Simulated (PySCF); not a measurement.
Working out the excitation energy of Sn

Sn [Kr] 4d10 5s2 5p2 (3P) → Sn [Kr] 4d10 5s1 5p2 6s1 (5P). Computed with PySCF 2.14 in aug-cc-pVDZ-PP with ECP28MDF (5s4p3d, 32 functions), with scalar relativity through the core potential. Frozen: 4s2 4p6 4d10. Energies in hartree (1 hartree = 27.21139 eV):

```csv
part,Sn (lower),Sn (upper)
UHF,-213.335453,-213.030304
CCSD correlation,-0.049609,-0.016594
(T),-0.000773,-0.000123
```

Problem. What does Hartree-Fock give?

Solution. (-213.030304) − (-213.335453) = 0.305149 hartree = 8.304 eV.

Problem. What do CCSD and CCSD(T) give?

Solution. The CCSD correlation energies differ by 0.033015 hartree = 0.898 eV and the triples by 0.000650 hartree = 0.018 eV, so CCSD gives 9.202 eV and CCSD(T) 9.220 eV.

The upper state lies above the first ionisation limit, but in LS coupling its spin forbids autoionisation to the ground ion; at this Z spin-orbit coupling breaks that rule. A Rydberg-like electron needs more diffuse functions than a valence basis has.

A double-zeta basis recovers only part of the correlation energy.
